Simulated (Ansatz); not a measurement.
Computed with Ansatz.

A structure relaxed at PBE0-D4/def2-TZVP, charge 0, multiplicity 2:

```tsv
atom	x (Å)	y (Å)	z (Å)
C1	-0.674	-1.397	0.801
C2	-0.743	-0.373	-0.002
Si3	0.653	0.826	-0.210
Cl4	1.076	1.000	-2.205
Cl5	2.305	0.177	0.792
H6	-1.281	-2.228	1.130
H7	-1.651	-0.181	-0.586
H8	0.315	2.177	0.279
```

Give its formula and SMILES.

C2H3Cl2Si, `[CH]=C[SiH](Cl)Cl`.

Summarise the bond lengths by kind.

1 × C–C 1.302 Å; 2 × C–H 1.081 to 1.097 Å; 1 × C–Si 1.852 Å; 2 × Cl–Si 2.038 to 2.047 Å; 1 × H–Si 1.476 Å.
